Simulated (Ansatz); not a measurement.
Compare A (`[OH][GeH2][NH][SiH3]`) with its isomer B (`O[SiH2][NH][GeH3]`).

Computed with Ansatz on PBE0-D4/def2-TZVP structures; ΔE is electronic, products minus reactants. CCSD(T)/CBS is the MP2 limit (def2-TZVPP, def2-QZVPP) plus CCSD(T) − MP2 in def2-TZVPP, frozen cores. DFT in def2-TZVPP. B3LYP here is the variant with VWN-RPA as its local correlation; programs differ in this. For Ge outer-core shells are correlated without core-valence functions, which leaves a few kJ/mol of doubt a bond. Scalar relativity is left out up to krypton. Each species was taken in one conformer, which may not be the lowest.

(1) Which is lower in electronic energy at CCSD(T)/CBS, and by how much? (Estimate.)

(2) Give E(B) − E(A) in kcal/mol with MP2/def2-TZVPP, B3LYP, ωB97M-V, CCSD(T)/def2-TZVPP, B3LYP-D4, PBE0-D4, r2SCAN-D4. (An estimate is asked.)

Largest T1 diagnostic: 0.012.

Answers

(1) Computed: B, by 16.2 kcal/mol.

(2) The calculation gave: MP2/def2-TZVPP -15.6, B3LYP -16.1, ωB97M-V -16.5, CCSD(T)/def2-TZVPP -15.5, B3LYP-D4 -16.2, PBE0-D4 -16.0, r2SCAN-D4 -16.3. None reverses the order clearly.
